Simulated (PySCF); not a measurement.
## Electron correlation in Ar³⁺ (argon, charge +3)

[Ne] 3s2 3p3, high-spin 4S determinant. Computed with PySCF 2.14 in aug-cc-pV(5+d)Z (8s7p6d4f3g2h, 136 functions), with no relativity, point nucleus. Frozen: [Ne]; 5 electrons correlated.

MP2 pair energies summed by pair of shells (mhartree):

| pair | energy | share (%) |
| --- | --- | --- |
| 3s-3p | -75.77 | 67.4 |
| 3p-3p | -24.98 | 22.2 |
| 3s-3s | -11.70 | 10.4 |

Total MP2 correlation energy: -112.44 mhartree.

Same-spin part -28.83 and opposite-spin part -83.61 mhartree; SCS-MP2 scales them by 1/3 and 6/5 to -109.94 mhartree.
